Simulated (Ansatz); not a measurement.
One change: `CBB(N)Br` becomes `NB(Br)Br`.

Ansatz, PBE0-D4/def2-TZVP geometries, multiplicity 1. Each molecule was computed in one conformer, which needn't be the lowest.

Scalar relativity is left out up to krypton. Spin–orbit coupling is left out; it splits and shifts lone-pair levels of the heavy atoms by tenths of an eV.

| property | `CBB(N)Br` |
| --- | --- |
| HOMO–LUMO gap (B3LYP/def2-TZVPP) / eV | 5.96 |
| HOMO energy (ωB97M-V/def2-TZVPP) / eV | -9.76 |
| HOMO–LUMO gap (ωB97M-V/def2-TZVPP) / eV | 10.45 |
| HOMO energy (B3LYP/def2-TZVPP) / eV | -7.36 |
| size of the dipole moment (B3LYP/def2-TZVPP) / D | 2.91 |
| LUMO energy (PBE/def2-TZVPP) / eV | -2.17 |

(1) What does the change do to each property? (An estimate is asked.)

Answers

(1) The calculation gave: 
| property | `NB(Br)Br` | shift |
| --- | --- | --- |
| HOMO–LUMO gap (B3LYP/def2-TZVPP) / eV | 7.47 | 1.51 |
| HOMO energy (ωB97M-V/def2-TZVPP) / eV | -10.30 | -0.54 |
| HOMO–LUMO gap (ωB97M-V/def2-TZVPP) / eV | 12.19 | 1.74 |
| HOMO energy (B3LYP/def2-TZVPP) / eV | -7.83 | -0.47 |
| size of the dipole moment (B3LYP/def2-TZVPP) / D | 2.80 | -0.11 |
| LUMO energy (PBE/def2-TZVPP) / eV | -1.12 | 1.05 |

With PBE0 the HOMO falls by 0.53 eV and the LUMO rises by 1.02 eV, so the gap widens by about 1.55 eV. PBE moves the HOMO by -0.50 eV and ωB97M-V by -0.54 eV. The zero-point energy changes by -125.7 kJ/mol with -15 modes. Dipoles are sizes alone; their direction can turn.

Positive LUMOs are unbound, so they and the gaps depend on the basis.

B3LYP here is the variant with VWN-RPA as its local correlation; programs differ in this.
